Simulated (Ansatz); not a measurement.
`C[CH2][GeH2][NH2]` → `[NH2][GeH3]` + `C=C`  (β-hydride elimination)

Gas-phase electronic energies from Ansatz, PBE0-D4/def2-TZVP geometries. CBS: MP2 limit from def2 TZ/QZ plus the TZ coupled-cluster correction, frozen cores. This one scheme is used for every species. DFT in def2-TZVPP. B3LYP here is the variant with VWN-RPA as its local correlation; programs differ in this. For Ge outer-core shells are correlated without core-valence functions, which leaves a few kJ/mol of doubt a bond. Scalar relativity is left out up to krypton. Each species was taken in one conformer, which may not be the lowest.

Task: Is it downhill or uphill in electronic energy at CCSD(T)/CBS, and by how much? (An estimate is asked.)

Result: Computed: Uphill: ΔE = +133.5 kJ/mol.

Task: What do these levels give: BLYP-D4, r2SCAN-D4, r2SCANh-D4, CAM-B3LYP-D4, ωB97X-V, revPBE, r2SCAN, B3LYP, LC-ωPBE, MP2/def2-SVP, HF/def2-TZVPP, SCS-MP2/def2-TZVPP? (Estimate.)

Result: Computed: BLYP-D4 113.7, r2SCAN-D4 138.7, r2SCANh-D4 141.7, CAM-B3LYP-D4 130.9, ωB97X-V 141.1, revPBE 110.9, r2SCAN 136.0, B3LYP 108.7, LC-ωPBE 146.8, MP2/def2-SVP 140.6, HF/def2-TZVPP 99.3, SCS-MP2/def2-TZVPP 132.0 kJ/mol.

Largest T1 diagnostic among the species: 0.011.

The D4 term adds +15.1 kJ/mol with B3LYP and +8.4 kJ/mol with PBE0; it sums over pairs of atoms, weighted by their polarisabilities, and B3LYP, whose exchange is more repulsive, gets the larger term. In def2-TZVPP, CCSD(T) changes the Hartree–Fock value by +32.9 kJ/mol (the triples alone add +1.6 kJ/mol) and MP2 by +46.5 kJ/mol. At CCSD(T), def2-SVP lies −8.1 kJ/mol from the extrapolated value and def2-TZVPP −1.3 kJ/mol.
